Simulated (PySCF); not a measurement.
**Shifts of the heteroatoms**

Structure with atom numbers: `[CH3:1][NH:2][C:3](=[O:4])[CH2:5][C:6]([F:7])([F:8])[F:9]` (H(Xn): hydrogen on atom n).

How the numbers were obtained: geometry from GFN2-xTB, GIAO PBE0/pcSseg-1 shieldings, in PySCF (in vacuum, one computed conformer, non-relativistic Hamiltonian, averaged over atoms made equivalent by symmetry, fast rotation or ring inversion).

**Question.** What are the ¹⁹F shifts?

**Answer.** 
```
   atoms              environment  σ (ppm)  δ (ppm)
F7/F8/F9  fluorine of a CF3 group    250.4    -65.3
```

Shieldings were converted by a linear fit to measured shifts: ¹⁹F (scatter 6.0 ppm rms, 7.0 ppm with the 5 outliers that the fit left out vs CFCl3, solution or neat liquid, with a term for F on sp3 carbon). A few per cent of atoms miss by over 2 rms, more outside the fitted compound classes.

On a 600 MHz spectrometer ¹⁹F resonates near 564.6 MHz, so 1 ppm is 564.6 Hz.

**Question.** What are the ¹⁵N shifts?

**Answer.** 
| atoms | environment | σ (ppm) | δ (ppm) |
| --- | --- | --- | --- |
| N2 | amide-type nitrogen | 151.4 | -287.6 |

Shieldings were converted by a linear fit to measured shifts: ¹⁵N (scatter 6.3 ppm rms vs CH3NO2, solution or neat liquid). Occasional misses reach two or three times the rms, and more in compound classes unlike the fitted ones.

On a 400 MHz spectrometer ¹⁵N resonates near 40.5 MHz, so 1 ppm is 40.5 Hz.

**Question.** Predict the ¹⁷O NMR data.

**Answer.** 
| atoms | environment | σ (ppm) | δ (ppm) |
| --- | --- | --- | --- |
| O4 | amide-type carbonyl oxygen | -93.2 | 351.6 |

Shieldings were converted by a linear fit to measured shifts: ¹⁷O (scatter 10.7 ppm rms, 12.2 ppm with the 3 outliers that the fit left out vs liquid water, solution or neat liquid). Occasional misses reach two or three times the rms, and more in compound classes unlike the fitted ones.

On a 600 MHz spectrometer ¹⁷O resonates near 81.3 MHz, so 1 ppm is 81.3 Hz.

Hydrogen bonding in solution shields acid and N–H amide carbonyl oxygens by tens of ppm.
